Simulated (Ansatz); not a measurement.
CrNF3. Charge 0, multiplicity 3. Geometry PBE0-D4/def2-SVP, that of the neutral singlet.

```xyz
5

Cr   -0.0069   -0.0119    0.0047
N     0.6906    1.2009   -0.4706
F    -0.6930   -0.7244   -1.3645
F    -1.1671    0.5186    1.1117
F     1.1763   -0.9831    0.7187
```

At PBE0-D4/def2-TZVP a singlet of charge 0 lies 2.56 eV below the triplet at the same geometry.

Task: Estimate the α-spin orbital energies around the gap (eV) in Ansatz with PBE-D4/def2-TZVP, r2SCAN-D4/def2-TZVP, PBE0-D4/def2-TZVP.

Result: 
```json
{"orbital": "HOMO−5", "PBE-D4/def2-TZVP": "-11.10", "r2SCAN-D4/def2-TZVP": "-11.61", "PBE0-D4/def2-TZVP": "-13.15"}
{"orbital": "HOMO−4", "PBE-D4/def2-TZVP": "-10.48", "r2SCAN-D4/def2-TZVP": "-10.98", "PBE0-D4/def2-TZVP": "-12.52"}
{"orbital": "HOMO−3", "PBE-D4/def2-TZVP": "-9.89", "r2SCAN-D4/def2-TZVP": "-10.54", "PBE0-D4/def2-TZVP": "-12.05"}
{"orbital": "HOMO−2", "PBE-D4/def2-TZVP": "-9.55", "r2SCAN-D4/def2-TZVP": "-10.10", "PBE0-D4/def2-TZVP": "-11.59"}
{"orbital": "HOMO−1", "PBE-D4/def2-TZVP": "-9.16", "r2SCAN-D4/def2-TZVP": "-9.60", "PBE0-D4/def2-TZVP": "-11.00"}
{"orbital": "HOMO", "PBE-D4/def2-TZVP": "-5.58", "r2SCAN-D4/def2-TZVP": "-6.37", "PBE0-D4/def2-TZVP": "-8.53"}
{"orbital": "LUMO", "PBE-D4/def2-TZVP": "-5.20", "r2SCAN-D4/def2-TZVP": "-5.40", "PBE0-D4/def2-TZVP": "-4.45"}
{"orbital": "LUMO+1", "PBE-D4/def2-TZVP": "-3.92", "r2SCAN-D4/def2-TZVP": "-4.18", "PBE0-D4/def2-TZVP": "-3.29"}
{"orbital": "LUMO+2", "PBE-D4/def2-TZVP": "-3.30", "r2SCAN-D4/def2-TZVP": "-3.34", "PBE0-D4/def2-TZVP": "-2.53"}
{"orbital": "LUMO+3", "PBE-D4/def2-TZVP": "-2.14", "r2SCAN-D4/def2-TZVP": "-2.22", "PBE0-D4/def2-TZVP": "-1.54"}
{"orbital": "LUMO+4", "PBE-D4/def2-TZVP": "-0.53", "r2SCAN-D4/def2-TZVP": "0.11", "PBE0-D4/def2-TZVP": "0.10"}
{"orbital": "LUMO+5", "PBE-D4/def2-TZVP": "2.60", "r2SCAN-D4/def2-TZVP": "3.23", "PBE0-D4/def2-TZVP": "3.15"}
{"orbital": "β HOMO", "PBE-D4/def2-TZVP": "-8.80", "r2SCAN-D4/def2-TZVP": "-9.26", "PBE0-D4/def2-TZVP": "-10.60"}
{"orbital": "β LUMO", "PBE-D4/def2-TZVP": "-8.45", "r2SCAN-D4/def2-TZVP": "-8.26", "PBE0-D4/def2-TZVP": "-7.49"}
```
